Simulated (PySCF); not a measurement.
**Vertical excitation energies**

C5H6FN.
SMILES: `C/N=C1/CC=C1F`

Level of theory: TDDFT CAM-B3LYP/def2-SVPD, vertical, gas phase, core orbitals frozen in the response (PySCF 2.14.0, density-fitted response routines). Geometry: GFN2-xTB; no solvent, vibrations or thermal averaging.

**Question.** List the vertical singlet excitations with oscillator strengths and describe the spectrum.

**Answer.** 

```json
{"state": "S1", "λ (nm)": "268.0", "E (eV)": "4.63", "f": "0.0018", "main configurations (H = HOMO, L = LUMO)": "H→L (95%)"}
{"state": "S2", "λ (nm)": "208.7", "E (eV)": "5.94", "f": "0.310", "main configurations (H = HOMO, L = LUMO)": "H-1→L (93%)"}
{"state": "S3", "λ (nm)": "174.9", "E (eV)": "7.09", "f": "0.014", "main configurations (H = HOMO, L = LUMO)": "H-1→L+1 (89%)"}
{"state": "S4", "λ (nm)": "174.4", "E (eV)": "7.11", "f": "0.013", "main configurations (H = HOMO, L = LUMO)": "H→L+1 (78%), H-2→L (9%)"}
{"state": "S5", "λ (nm)": "171.7", "E (eV)": "7.22", "f": "0.144", "main configurations (H = HOMO, L = LUMO)": "H-2→L (83%)"}
{"state": "S6", "λ (nm)": "162.3", "E (eV)": "7.64", "f": "0.0030", "main configurations (H = HOMO, L = LUMO)": "H-3→L (56%), H→L+5 (30%)"}
{"state": "S7", "λ (nm)": "161.1", "E (eV)": "7.70", "f": "0.0004", "main configurations (H = HOMO, L = LUMO)": "H-1→L+2 (89%)"}
{"state": "S8", "λ (nm)": "156.2", "E (eV)": "7.94", "f": "0.0026", "main configurations (H = HOMO, L = LUMO)": "H→L+5 (47%), H-3→L (30%), H-5→L (10%)"}
```

Triplets, Tamm–Dancoff:

| state | E (eV) | λ (nm) | main configurations (H = HOMO, L = LUMO) |
| --- | --- | --- | --- |
| T1 | 3.59 | 345.7 | H-1→L (93%) |
| T2 | 3.98 | 311.4 | H→L (91%) |
| T3 | 5.22 | 237.6 | H-2→L (73%), H-1→L+5 (16%) |

The lowest singlet comes at 268 nm (446 kJ/mol) in the ultraviolet; it is very weak; its leading configuration is HOMO→LUMO (95%). The strongest level in the table is S2 at 5.94 eV (209 nm, f = 0.310). Löwdin shares by element: HOMO nitrogen 56%, carbon 27% or more (atoms not listed hold the other 16%); LUMO carbon 60% or more, nitrogen 21% (atoms not listed hold the other 19%). The listed states span 3.31 eV, and the widest gap between neighbours is 1.31 eV (S1 to S2). Of the 8 states listed, 4 reach f = 0.01 and 1 stays under 0.0005. Orbital energies (eV): HOMO-3 -11.85, HOMO-2 -10.39, HOMO-1 -8.78, HOMO -8.66, LUMO -0.03, LUMO+1 1.39, LUMO+2 1.76. Singlets were solved by full linear response, triplets in the Tamm–Dancoff approximation.
